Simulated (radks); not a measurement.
Values are calculated unless marked as measured or tabulated.
The mean radii <r> (bohr) of the occupied orbitals of an atom or ion are listed with their occupations. Level of theory: scalar-relativistic Kohn-Sham, r2SCAN, spin-polarised, spherical densities, finite nucleus; meta-GGA in the generalised Kohn-Sham scheme; Fermi nuclear charge, rms radius of each element as measured or else 0.836 A^(1/3) + 0.57 fm (a radial shooting solver on a logarithmic mesh with Libxc functionals).

| orbital | occ. | <r> |
|---|---|---|
| 1s up | 1 | 0.02458 |
| 1s down | 1 | 0.02458 |
| 2s up | 1 | 0.1052 |
| 2s down | 1 | 0.1052 |
| 2p up | 3 | 0.09238 |
| 2p down | 3 | 0.09237 |
| 3s up | 1 | 0.2780 |
| 3s down | 1 | 0.2779 |
| 3p up | 3 | 0.2761 |
| 3p down | 3 | 0.2761 |
| 3d up | 5 | 0.2533 |
| 3d down | 5 | 0.2533 |
| 4s up | 1 | 0.6288 |
| 4s down | 1 | 0.6288 |
| 4p up | 3 | 0.6617 |
| 4p down | 3 | 0.6622 |
| 4d up | 5 | 0.7159 |
| 4d down | 3 | 0.7181 |
| 5s up | 1 | 1.381 |
| 5s down | 1 | 1.389 |
| 5p up | 3 | 1.526 |
| 5p down | 3 | 1.534 |
| 6s up | 1 | 2.898 |
| 6s down | 1 | 2.913 |

Name the element and its charge. Open shells, if any, are filled with parallel spins first.

Answer. Z = 58, cerium, charge +4: Ce4+ in [Kr] 4d8 5s2 5p6 6s2. The 1s radius gives Z: for a bare nucleus <r> = (2 gamma + 1)/(2Z) with gamma = sqrt(1 - (Z/c)^2), 0.02424 bohr for Z = 58, and screening makes it slightly larger (0.02458 here). The occupations add up to 54, and the charge is Z minus that.
